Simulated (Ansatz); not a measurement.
A made-up structure of CH3ISi, closed shell:

```
6
angstrom
Si -0.5320 0.1481 -0.4843
C 0.4206 0.0814 0.5778
I 1.5398 -1.4555 0.3906
H -0.6300 -0.9087 -1.6411
H -1.3011 1.2853 -0.2741
H 0.5026 0.8495 1.4311
```

It is relaxed with PBE-D4/def2-SVP and then PBE0-D4/def2-TZVP (Ansatz 0.2.0). Atoms count as bonded within 1.22 times the sum of their covalent radii (H–H: 0.88 Å). The end point is not checked to be a true minimum.

**Question.** Does its bonding change? (A judgement: the text doesn't fix the answer.)

**Answer.** By the calculation: Yes. Formed: none; broken: Si1–I3.

Where it ends: The first stage lowers the energy by 3.67 eV in 8 steps. It ends as CH₃ISi ([SiH2][CH][I]):
```xyz
6
angstrom
Si -0.6615 0.2212 -0.5655
C 0.5308 0.0050 0.6334
I 1.8731 -1.5707 0.6710
H -0.8271 -0.7204 -1.6886
H -1.5797 1.3776 -0.5140
H 0.6645 0.6873 1.4637
```

Labels in which every atom is bracketed show which atoms are joined, not bond orders.

For scale, one of the runs: PBE0-D4/def2-TZVP relaxation, 136 basis functions, launched by `ansatz run in.yaml --threads 2 --pin off --events-out ev --progress --plain --max-ram 4352MiB`. Hardware: 2 CPU threads of an Intel Xeon Platinum 8223CL, shared host. Wall time about 14 s.
